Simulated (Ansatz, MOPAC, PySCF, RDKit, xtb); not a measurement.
Complex: CH3F (SMILES CF) (first 5 atoms) with H4OSi (SMILES O[SiH3]); geometry from B3LYP-D3(BJ)/def2-TZVP, rigid monomers moved along the line of their centres of mass till F2···H8 is 2.66 Å.
(charge 0, multiplicity 1):
```xyz
11

C     -0.52594    -0.43798    -0.35759
F      0.62570     0.27791     0.00515
H     -1.39619     0.16936    -0.11413
H     -0.47573    -0.63352    -1.42743
H     -0.54006    -1.36947     0.20638
O      0.06653     0.89197     3.47993
Si     0.42279    -0.38754     4.45296
H      0.43097     0.88638     2.58585
H      0.01229    -1.67430     3.82984
H     -0.33465    -0.18670     5.70512
H      1.87276    -0.47823     4.75661
```

Counterpoise-corrected where a basis set is named; no monomer relaxation. Rows marked so take none.

Rows in 3-21G carry no dispersion term and start afresh at each structure. The state reached by PM3, PM6 isn't checked.

Codes used: Ansatz (Gaussian basis) for Hartree–Fock, density functionals and correlated methods; MOPAC for PM3, PM6 (differences of heats of formation); PySCF for 3-21G rows, the dispersion terms; RDKit for the force fields; xtb for the GFN methods. Values without a source in brackets are computed.

```
level                       interaction energy (kJ/mol)
--------------------------  ---------------------------
MMFF94                                             -9.0
GFN-FF                                             -9.8
PM3                                                -2.6
PM6                                                -3.4
GFN2-xTB                                          -10.2
HF/3-21G (no counterpoise)                        -15.8
HF/aug-cc-pV(D+d)Z                                 -8.7
PBE/def2-TZVPPD                                    -9.2
PBE-D3(BJ)/def2-TZVPPD                                ?
```

Question: What belongs in the gaps?

Answer: 
- PBE-D3(BJ)/def2-TZVPPD, interaction energy (kJ/mol): -11.4

Ansatz is a first-principles code.
